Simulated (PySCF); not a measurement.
Question: Write Cartesian coordinates for `FC(F)O[C@H]1CC[CH2][GeH2][CH2]1` as optimised with PBE0-D3(BJ)/def2-SVP.

Answer: 
```xyz
22
C6H12F2GeO angstrom
F      2.339   -0.526    1.787
C      2.517    0.433    0.842
F      3.087    1.475    1.448
O      1.342    0.839    0.327
C      0.811    0.079   -0.763
C      0.250   -1.263   -0.284
C     -0.765   -1.171    0.856
C     -2.083   -0.490    0.485
Ge    -1.765    1.289   -0.277
C     -0.213    0.973   -1.446
H      3.204    0.023    0.076
H      1.644   -0.123   -1.466
H      1.089   -1.897    0.041
H     -0.197   -1.769   -1.158
H     -0.288   -0.642    1.697
H     -0.965   -2.193    1.221
H     -2.617   -1.082   -0.278
H     -2.751   -0.424    1.357
H     -2.967    1.776   -1.113
H     -1.451    2.334    0.808
H      0.262    1.916   -1.754
H     -0.574    0.472   -2.357
```

Any rigid rotation of these coordinates is as good. Atoms count from 1 in this order. Of the pairs four or more bonds apart, H11···H12 is among the closest relative to their van der Waals radii: 2.20 Å, 92 % of the sum of Bondi's values. The C–O distances run from 1.345 Å (C2–O4, drawn single) to 1.431 Å (O4–C5, drawn single), a spread of 0.086 Å. Ge9 (germanium bonded to 2 C and 2 H) is distorted tetrahedral (angles from 102.3° to 112.0°). The 6-membered ring C5–C6–C7–C8–Ge9–C10 has internal angles of 102.3° to 115.1°; it is puckered, 0.24 Å rms from its mean plane, widest ring torsion 67°.

Bonds between heavy atoms (Å): F1–C2 1.357, C2–F3 1.334, C2–O4 1.345, O4–C5 1.431, C5–C6 1.532, C6–C7 1.529, C7–C8 1.529, C8–Ge9 1.961, Ge9–C10 1.969, C5–C10 1.521.

Computed, not measured: PBE0-D3(BJ)/def2-SVP geometry optimisation, gas phase (PySCF 2.14.0).

Point group: C1 (no symmetry element, even within 0.4 Å). PBE0-D3(BJ)/def2-SVP frequencies: not computed here. One conformer, not necessarily the lowest (F1–C2–O4–C5 -86°, C2–O4–C5–C6 74°, O4–C5–C6–C7 53°, C5–C6–C7–C8 67°, C6–C7–C8–Ge9 -54°, C7–C8–Ge9–C10 41°).

Hardware: AMD EPYC 7R43, one thread, no GPU, on a shared host. Cost: 5.7 min of wall time, 1.0 GiB resident at most. This is the geometry optimisation.
